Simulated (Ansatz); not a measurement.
Geometry optimisation, RKS B3LYP/def2-mTZVP (Ansatz).

Input:

```yaml
crystal:
  periodic: [false, false, false]
  atoms:
    - { symbol: Ga, position_ang: [-0.02394, 0.195702, 0.020197] }
    - { symbol: H, position_ang: [-0.073828, 0.253762, 1.589401] }
    - { symbol: H, position_ang: [1.38849, 0.245722, -0.684022] }
    - { symbol: C, position_ang: [-1.729058, 0.079504, -1.000641] }
    - { symbol: H, position_ang: [-2.337987, -0.751732, -0.637939] }
    - { symbol: H, position_ang: [-2.320991, 0.987395, -0.854668] }
    - { symbol: H, position_ang: [-1.564528, -0.052567, -2.070722] }
    - { symbol: P, position_ang: [0.179484, -3.020716, 1.363066] }
    - { symbol: H, position_ang: [-0.530815, -3.007746, 0.127728] }
    - { symbol: H, position_ang: [1.456835, -2.922194, 0.745075] }
    - { symbol: H, position_ang: [0.043937, -1.616329, 1.575224] }
basis:
  gaussian: { orbitals: def2-mTZVP }
hamiltonian:
  xc: b3lyp
relax:
  f_tol: 0.03
  max_steps: 50
```

Command:

```bash
$ ansatz run input.yaml --threads 2 --pin off --max-ram 3072MiB --backend cpu --events-out ev --progress --plain --runs-dir out
```

Problem. Where does it end, and by what steps?

Solution. It converged. The force dipped under the threshold on the way, but the program's further checks kept it going. After 20 steps the energy has fallen by 0.142 eV; H2 moved furthest, 0.55 Å.

```json
{"step": "0", "energy less start (eV)": "0.0000", "largest force component (eV/Å)": "0.420", "accepted": "yes"}
{"step": "1", "energy less start (eV)": "-0.0901", "largest force component (eV/Å)": "0.159", "accepted": "yes"}
{"step": "2", "energy less start (eV)": "-0.1224", "largest force component (eV/Å)": "0.193", "accepted": "yes"}
{"step": "3", "energy less start (eV)": "-0.1304", "largest force component (eV/Å)": "0.119", "accepted": "yes"}
{"step": "4", "energy less start (eV)": "-0.1223", "largest force component (eV/Å)": "0.259", "accepted": "no"}
{"step": "5", "energy less start (eV)": "-0.1358", "largest force component (eV/Å)": "0.078", "accepted": "yes"}
{"step": "6", "energy less start (eV)": "-0.1327", "largest force component (eV/Å)": "0.224", "accepted": "no"}
{"step": "7", "energy less start (eV)": "-0.1373", "largest force component (eV/Å)": "0.015", "accepted": "yes"}
{"step": "8", "energy less start (eV)": "-0.1379", "largest force component (eV/Å)": "0.032", "accepted": "yes"}
{"step": "9", "energy less start (eV)": "-0.1384", "largest force component (eV/Å)": "0.040", "accepted": "yes"}
{"step": "10", "energy less start (eV)": "-0.1389", "largest force component (eV/Å)": "0.056", "accepted": "yes"}
{"step": "11", "energy less start (eV)": "-0.1394", "largest force component (eV/Å)": "0.078", "accepted": "yes"}
{"step": "12", "energy less start (eV)": "-0.1400", "largest force component (eV/Å)": "0.096", "accepted": "yes"}
{"step": "13", "energy less start (eV)": "-0.1405", "largest force component (eV/Å)": "0.095", "accepted": "yes"}
{"step": "14", "energy less start (eV)": "-0.1378", "largest force component (eV/Å)": "0.208", "accepted": "no"}
{"step": "15", "energy less start (eV)": "-0.1412", "largest force component (eV/Å)": "0.007", "accepted": "yes"}
{"step": "16", "energy less start (eV)": "-0.1417", "largest force component (eV/Å)": "0.031", "accepted": "yes"}
{"step": "17", "energy less start (eV)": "-0.1413", "largest force component (eV/Å)": "0.146", "accepted": "no"}
{"step": "18", "energy less start (eV)": "-0.1419", "largest force component (eV/Å)": "0.026", "accepted": "yes"}
{"step": "19", "energy less start (eV)": "-0.1419", "largest force component (eV/Å)": "0.096", "accepted": "no"}
{"step": "20", "energy less start (eV)": "-0.1422", "largest force component (eV/Å)": "0.020", "accepted": "yes"}
```

```xyz
11
Properties=species:S:1:pos:R:3
Ga -0.056 0.356 0.093
H -0.126 0.805 1.606
H 1.362 0.215 -0.589
C -1.726 0.081 -0.947
H -2.508 -0.380 -0.343
H -2.106 1.055 -1.273
H -1.564 -0.524 -1.840
P 0.315 -3.284 1.179
H -0.466 -3.163 -0.004
H 1.481 -2.734 0.578
H -0.118 -2.036 1.714
```

Whether the end is a true minimum wasn't checked by a vibrational analysis.

Run time: 45 s on 2 threads of Intel(R) Xeon(R) Platinum 8488C (Sapphire Rapids) (shared host), peak memory 0.24 GiB.
